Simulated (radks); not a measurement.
Values are calculated unless marked as measured or tabulated.
Task: Tb, configuration [Xe] 4f8 5d1 6s2 (not the ground configuration). Code: a radial shooting solver on a logarithmic mesh with Libxc functionals. Model: Dirac Kohn-Sham, PBE, spin-unpolarised, spherical densities, point nucleus; open shells fill j = l - 1/2 first.

Spin-orbit splittings of the eigenvalues, e(l+1/2) - e(l-1/2), with zeta = 2 splitting/(2l+1) and mean radii in bohr:

| shell | occ. | splitting (eV) | zeta (eV) | <r> j=l-1/2 | <r> j=l+1/2 |
|---|---|---|---|---|---|
| 2p | 6 | 746.6 | 497.7 | 0.07590 | 0.08284 |
| 3p | 6 | 154.1 | 102.7 | 0.2286 | 0.2418 |
| 3d | 10 | ? | ? | 0.2141 | 0.2182 |
| 4p | 6 | 34.42 | 22.95 | 0.5520 | 0.5819 |
| 4d | 10 | 6.238 | 2.495 | 0.6155 | 0.6261 |
| 4f | 8 | 0.8414 | 0.2404 | 0.8363 | 0.8499 |
| 5p | 6 | 4.649 | 3.099 | 1.468 | 1.567 |
| 5d | 1 | 0.2729 | 0.1092 | 2.800 | 2.917 |

Estimate the 3d splitting.

Result: 33.61 eV (zeta = 13.44 eV).
